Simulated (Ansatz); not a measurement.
B₂F₃, doublet, at a GFN2-xTB geometry; CAM-B3LYP/6-311G** in Ansatz (a quantum-chemistry and plane-wave program).

The Ansatz input:
Ansatz 0.2 input:
```yaml
crystal:
  periodic: [false, false, false]
  atoms:
    - {symbol: F, position_ang: [2.28800819, -0.25131237, -0.03783998]}
    - {symbol: B, position_ang: [1.01482057, -0.12552342, 0.08614484]}
    - {symbol: B, position_ang: [-0.53657336, 0.05826643, 0.01378160]}
    - {symbol: F, position_ang: [-1.15328058, 1.24668203, 0.14170634]}
    - {symbol: F, position_ang: [-1.40042050, -0.95800468, -0.15938105]}
basis:
  gaussian:
    orbitals: 6-311G__.json
hamiltonian:
  xc: cam_b3lyp
magnetization: {spin_polarized: true, initial_magnetization: 1}
scf: {lower_state_search: full}
```
The basis file holds 6-311G** in the JSON format of the Basis Set Exchange.

It wrote (shortened):

```
Functional definition: CAM-B3LYP
834 factors; their error is unknown
182 factors; integrals over basis functions are off by at most 1.1e-5 eV
mean field evaluation 1: about -9502.4373 eV, gradient 3.1e1 eV
mean field evaluation 2: about -9500.9595 eV, gradient 4.1e1 eV
mean field evaluation 4: about -9505.1799 eV, gradient 1.1e0 eV
mean field evaluation 8: about -9505.1881 eV, gradient 4.3e-2 eV
mean field evaluation 16: about -9505.1766 eV, gradient 7.3e-5 eV
mean field evaluation 32: about -9505.1858 eV, gradient 2.8e-1 eV
mean field evaluation 64: about -9505.1766 eV, gradient 2.6e-5 eV
mean field -9505.17655187 eV, -349.3087954413 hartree, gradient 2.6e-5 eV, S^2 0.752210; 3 other end points of the search recorded, 0 dependent functions left out
reference -9505.17664225 eV, -349.3087987627 hartree; 19, 18 occupied and 71, 72 virtual orbitals, 834 factors
Total energy: -9505.17664225 eV, -349.3087987627 hartree
```
